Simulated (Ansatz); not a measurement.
C₂H₇AlGe, SMILES `[CH3][GeH]1[CH2][AlH]1`, 11 atoms. The species carries charge 0 and has multiplicity 1. Correlated methods include outer-core shells of Ge, which these sets cover unevenly. Scalar relativity is left out up to krypton. All runs use 4 threads of an Intel Xeon Platinum 8375C on a shared host. Correlated methods freeze the cores.

(1) How many basis functions does each run have, and how long does it take in Ansatz? RKS PBE0-D4/def2-TZVP frequencies; direct RPA on PBE orbitals/def2-TZVPP energy; RKS LC-ωPBE/def2-TZVPP energy; RHF-CCSD(T)/def2-SVP energy; RKS PBE0-D4/def2-QZVPP energy; RKS B97M-V/def2-TZVPP energy; RHF-MP2/def2-QZVPP energy; RKS ωB97M-V/def2-QZVPP energy; RKS HSE06 (plane-wave form)-D4/def2-TZVPP energy; RKS PBE0-D4/def2-TZVP relaxation (12 steps); RKS PBE0-D4/def2-SVP energy; RHF-CCSD(T)/def2-TZVPP energy. (Best estimate.)

Results:

(1) Ansatz gave: Other jobs shared the machine, so times are rough.

| level | job | functions | wall time | peak host memory (GiB) |
| --- | --- | --- | --- | --- |
| RKS PBE0-D4/def2-SVP | energy | 113 | 1.1 s | 0.5 |
| RKS LC-ωPBE/def2-TZVPP | energy | 250 | 2.5 s | 0.5 |
| RKS HSE06 (plane-wave form)-D4/def2-TZVPP | energy | 250 | 2.7 s | 0.74 |
| RHF-CCSD(T)/def2-SVP | energy | 113 | 4.1 s | 0.55 |
| direct RPA on PBE orbitals/def2-TZVPP | energy | 250 | 4.1 s | 0.67 |
| RKS B97M-V/def2-TZVPP | energy | 250 | 6.5 s | 0.44 |
| RKS PBE0-D4/def2-QZVPP | energy | 483 | 7.5 s | 2 |
| RKS ωB97M-V/def2-QZVPP | energy | 483 | 17 s | 2.3 |
| RHF-MP2/def2-QZVPP | energy | 483 | 19 s | 3.1 |
| RKS PBE0-D4/def2-TZVP | relaxation (12 steps) | 189 | 31 s | 0.57 |
| RHF-CCSD(T)/def2-TZVPP | energy | 250 | 71 s | 5.1 |
| RKS PBE0-D4/def2-TZVP | frequencies | 189 | 120 s | 0.58 |

LC-ωPBE has ω = 0.4 bohr⁻¹.
